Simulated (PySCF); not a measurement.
**Fine-structure interval of Sc by level of theory**

Sc [Ar] 3d1 4s2 [3d3/2^1, M_J = 3/2] → Sc [Ar] 3d1 4s2 [3d5/2^1, M_J = 5/2], as a difference of total energies. Computed with PySCF 2.14 in x2c-TZVPPall-2c (6s7p4d2f1g, 70 functions), with the two-component X2C-1e Hamiltonian. Correlated levels: [Ne] frozen. "Screened" scales the spin-orbit matrix elements by Boettger's factors to mimic the two-electron term; Breit and QED terms are absent.

| method | fine-structure interval (cm⁻¹) |
| --- | --- |
| GHF (screened spin-orbit) | 234.68 |
| GMP2 (screened spin-orbit) | 89.205 |
| GHF (bare spin-orbit) | 429.91 |

Errors of the correlated levels include the incompleteness of this basis and the frozen core.

GHF and GMP2 differ strongly here because the two determinants are spin-polarised to different degrees; the interval is a small difference of such terms.

For comparison: 168.34 cm⁻¹ (measured; NIST Handbook of Basic Atomic Spectroscopic Data (Sansonetti and Martin, J. Phys. Chem. Ref. Data 34, 1559 (2005))).
